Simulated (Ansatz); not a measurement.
Mulliken charges of GeH₅NOSi (`[NH]1[SiH2][O][GeH2]1`) from ωB97M-V/def2-TZVPP in Ansatz (PBE0-D4/def2-TZVP geometry).

| atom | x (Å) | y (Å) | z (Å) | charge (e) |
| --- | --- | --- | --- | --- |
| N1 | -0.125 | -0.469 | 0.902 | -0.469 |
| Si2 | -0.799 | 0.946 | 0.176 | 0.536 |
| O3 | 0.111 | 0.722 | -1.199 | -0.533 |
| Ge4 | 0.910 | -0.782 | -0.588 | 0.483 |
| H5 | -0.234 | -0.960 | 1.769 | 0.100 |
| H6 | -2.263 | 0.898 | -0.087 | -0.066 |
| H7 | -0.496 | 2.228 | 0.865 | -0.066 |
| H8 | 0.554 | -2.018 | -1.432 | 0.007 |
| H9 | 2.430 | -0.611 | -0.423 | 0.007 |

Task: By hand: the dipole of these point charges (1 e Å = 4.8032 D).

Result: Σ q r = (0.190, -0.356, 0.139) e Å, of length 0.427 e Å = 2.05 D.

Task: How does the dipole of the full density compare? (Estimate.)

Result: Computed: (0.141, -0.403, 0.292) e Å, 2.48 D; the point charges give 0.83 times that, at 17° from its direction.

Point charges leave out the atoms' own dipoles, such as those of lone pairs, and Mulliken's split depends on the basis, so the two needn't agree.
